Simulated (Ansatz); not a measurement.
A nudged elastic band was laid between two geometries of BBrH2 + CH4 (9 atoms, charge 0, multiplicity 1).

The calculation used Ansatz, UKS B3LYP/def2-SVP.

```yaml
movable_images: 5
climbing_image: yes
spring: 5.0 eV/Å²
optimiser: quadratic models (default)
start_path: through a guess of the saddle point
force_threshold: 0.03 eV/Å
iteration_limit: 60
end_points: relaxed
```

First end point:

```xyz
9
Properties=species:S:1:pos:R:3
B -0.378 -1.996 -0.541
Br 0.341 -2.058 -2.303
H -1.539 -1.721 -0.418
H 0.355 -2.241 0.375
H 0.477 1.235 -0.433
C 0.244 1.602 0.577
H -0.357 2.520 0.502
H -0.324 0.839 1.129
H 1.180 1.819 1.112
```

Last end point:

```xyz
9
Properties=species:S:1:pos:R:3
B -0.428 -0.808 0.423
Br 0.809 -0.787 -2.473
H -1.501 -1.104 -0.047
H 0.330 -1.701 0.721
H 1.096 0.612 -2.422
C -0.112 0.672 0.821
H -0.637 1.438 0.228
H -0.516 0.759 1.854
H 0.959 0.918 0.896
```

(1) Which bonds break or form, and what moves?

(2) What energy profile does the band end with?

(3) What is the geometry of the highest image?

(4) What are the harmonic wavenumbers there?

Answers

(1) Bonds broken: B1–Br2, H5–C6. Bonds formed: B1–C6, Br2–H5. BBrH2 + CH4 becomes BrH + CH5B.

(2) The run converged. The highest image is number 4 of 0 to 6, 147.9 kJ/mol above the first end and 64.2 kJ/mol above the last; the last end lies 83.7 kJ/mol above the first. A vibrational analysis at the climbing image gives one clearly imaginary mode, 839i cm⁻¹: a first-order saddle point. The orbitals stay closed-shell, which can raise the energy where a bond breaks towards radicals; this wasn't checked here.

| image | path coordinate (Å) | energy (kJ/mol) | B1–Br2 (Å) | H5–C6 (Å) | B1–C6 (Å) |
| --- | --- | --- | --- | --- | --- |
| 0 | 0.00 | 0.0 | 1.90 | 1.10 | 3.82 |
| 1 | 0.79 | 1.5 | 1.91 | 1.10 | 3.35 |
| 2 | 1.57 | 12.6 | 1.92 | 1.10 | 2.84 |
| 3 | 2.36 | 56.5 | 2.00 | 1.13 | 2.25 |
| 4 | 3.14 | 147.9 | 2.33 | 1.48 | 1.70 |
| 5 | 4.22 | 91.4 | 3.11 | 2.37 | 1.57 |
| 6 | 5.30 | 83.7 | 3.15 | 3.46 | 1.56 |

(3) 
```xyz
9
Properties=species:S:1:pos:R:3
B -0.265 -0.818 0.006
Br 0.635 -0.836 -2.148
H -1.430 -1.003 -0.208
H 0.437 -1.602 0.579
H 0.391 0.162 -0.818
C 0.052 0.787 0.481
H -0.490 1.601 -0.021
H -0.426 0.633 1.465
H 1.097 1.077 0.664
```

(4) 839i, 200, 314, 390, 483, 717, 749, 807, 949, 1042, 1084, 1186, 1279, 1423, 1451, 1588, 2604, 2725, 3023, 3110, 3152 cm⁻¹.

Run time: 2.1 min on 2 threads of AMD EPYC 7R13 Processor (Zen 3), with other jobs on the host, peak memory 0.28 GiB.
